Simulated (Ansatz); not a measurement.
```yaml
crystal:
  periodic: [true, true, true]
  atoms:
    - {symbol: C, position_ang: [1.797152, -1.162075, 1.532096]}
    - {symbol: Si, position_ang: [1.548594, 0.186510, 0.262088]}
    - {symbol: C, position_ang: [2.159837, -0.391963, -1.407037]}
    - {symbol: C, position_ang: [2.445534, 1.737263, 0.779617]}
    - {symbol: O, position_ang: [-0.046149, 0.555747, 0.162902]}
    - {symbol: Si, position_ang: [-1.576497, 0.078558, -0.183113]}
    - {symbol: C, position_ang: [-1.687092, -0.395870, -1.987556]}
    - {symbol: C, position_ang: [-2.702106, 1.520697, 0.178027]}
    - {symbol: C, position_ang: [-2.030622, -1.384999, 0.887410]}
    - {symbol: H, position_ang: [1.283743, -2.082211, 1.240711]}
    - {symbol: H, position_ang: [2.858692, -1.396999, 1.651203]}
    - {symbol: H, position_ang: [1.409994, -0.857093, 2.507840]}
    - {symbol: H, position_ang: [1.654535, -1.309841, -1.719315]}
    - {symbol: H, position_ang: [1.981630, 0.366286, -2.174036]}
    - {symbol: H, position_ang: [3.233896, -0.596799, -1.381202]}
    - {symbol: H, position_ang: [2.292824, 2.536491, 0.049837]}
    - {symbol: H, position_ang: [2.080069, 2.092438, 1.746551]}
    - {symbol: H, position_ang: [3.521443, 1.563189, 0.868994]}
    - {symbol: H, position_ang: [-1.388838, 0.436721, -2.630069]}
    - {symbol: H, position_ang: [-2.709091, -0.677540, -2.256652]}
    - {symbol: H, position_ang: [-1.037224, -1.244753, -2.216066]}
    - {symbol: H, position_ang: [-2.430609, 2.386742, -0.431019]}
    - {symbol: H, position_ang: [-2.632172, 1.814823, 1.228387]}
    - {symbol: H, position_ang: [-3.745939, 1.273129, -0.034112]}
    - {symbol: H, position_ang: [-1.928343, -1.141338, 1.948148]}
    - {symbol: H, position_ang: [-1.389424, -2.245385, 0.677783]}
    - {symbol: H, position_ang: [-3.065638, -1.692029, 0.712184]}
basis:
  gaussian: {orbitals: cc-pVTZ-DK, point_charges: [{charge: 0.50, position_ang: [7.595, -0.121, 0.789]}]}
magnetization: {spin_polarized: true, initial_magnetization: 0}
hamiltonian: {xc: {name: CAM-B3LYP}}
accuracy: high
```

```sh
$ ansatz run in.yaml --threads 4 --pin off --events-out ev --progress --plain --max-ram 66560MiB --backend cuda --devices 0, --max-vram 37GiB
```

Shortened log:

```
Error: YAML parse error: error: line 2 column 3: crystal: missing field `lattice` (a structure is typed as `lattice` and `atoms`, a molecule's as `atoms` in Å alone, or read from a run's directory, `checkpoint`)
 --> <input>:2:3
1 | crystal:
2 |   periodic: [true, true, true]
3 |   atoms:
4 |     - {symbol: C, position_ang: [1.797152, -1.162075, 1.532096]}
```

(1) Something in this input is off. What?

Answers

(1) The molecule is marked periodic without a cell. The input was rejected before any iteration.
